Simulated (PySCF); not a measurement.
S-ethyl ethanethioate (C4H8OS), SMILES CCSC(=O)C. Atoms are numbered in the order given.

```xyz
14

C      2.7760    -0.0452    -0.7155
C      1.2725    -0.2078    -0.8960
S      0.3935     0.2377     0.6493
C     -1.2969    -0.0517     0.1107
C     -2.3222     0.2331     1.1879
O     -1.5674    -0.4333    -1.0008
H      3.0437     0.9939    -0.4677
H      3.1600    -0.6955     0.0860
H      3.2958    -0.3151    -1.6483
H      0.8826     0.4357    -1.6975
H      0.9983    -1.2423    -1.1478
H     -2.2571     1.2852     1.5064
H     -3.3246     0.0250     0.7912
H     -2.1312    -0.3945     2.0723
```
Charge 0, spin multiplicity 1.

The structure is a stationary point at B3LYP-D3(BJ)/def2-SVP. A frequency run showed that this geometry is not a minimum. Other conformers were not sampled.

Level of theory: PySCF with PBE0/def2-TZVP.

ESP charges are fitted to the potential on shells at 1.4 to 2.0 van der Waals radii. Atomic charges (e):

```json
[
 {"atom": "C1", "ESP fit": "-0.50", "meta-Löwdin": "[?]"},
 {"atom": "C2", "ESP fit": "0.19", "meta-Löwdin": "-0.25"},
 {"atom": "S3", "ESP fit": "-0.31", "meta-Löwdin": "[?]"},
 {"atom": "C4", "ESP fit": "0.60", "meta-Löwdin": "[?]"},
 {"atom": "C5", "ESP fit": "-0.60", "meta-Löwdin": "-0.39"},
 {"atom": "O6", "ESP fit": "-0.48", "meta-Löwdin": "-0.42"},
 {"atom": "H7", "ESP fit": "0.16", "meta-Löwdin": "0.12"},
 {"atom": "H8", "ESP fit": "0.16", "meta-Löwdin": "0.12"},
 {"atom": "H9", "ESP fit": "0.12", "meta-Löwdin": "0.12"},
 {"atom": "H10", "ESP fit": "0.05", "meta-Löwdin": "0.13"},
 {"atom": "H11", "ESP fit": "0.06", "meta-Löwdin": "0.13"},
 {"atom": "H12", "ESP fit": "0.18", "meta-Löwdin": "[?]"},
 {"atom": "H13", "ESP fit": "0.18", "meta-Löwdin": "[?]"},
 {"atom": "H14", "ESP fit": "0.19", "meta-Löwdin": "[?]"}
]
```

### Question
What belongs in the gaps? (An estimate is asked for; the answer gives what the named calculation found.)

### Answer

- C1, meta-Löwdin: -0.34
- S3, meta-Löwdin: 0.05
- C4, meta-Löwdin: 0.29
- H12, meta-Löwdin: 0.14
- H13, meta-Löwdin: 0.14
- H14, meta-Löwdin: 0.14

Computed Mayer and Wiberg (Löwdin basis) orders of the bonds:
| bond | Mayer | Wiberg |
|---|---|---|
| C1–C2 | 1.00 | 1.35 |
| C2–S3 | 1.02 | 1.33 |
| S3–C4 | 1.20 | 1.50 |
| C4–C5 | 0.97 | 1.30 |
| C4–O6 | 1.99 | 2.68 |
| C1–H7 | 0.97 | 0.91 |
| C1–H8 | 0.97 | 0.91 |
| C1–H9 | 0.96 | 0.90 |
| C2–H10 | 0.95 | 0.87 |
| C2–H11 | 0.95 | 0.87 |
| C5–H12 | 0.95 | 0.89 |
| C5–H13 | 0.96 | 0.89 |
| C5–H14 | 0.95 | 0.89 |
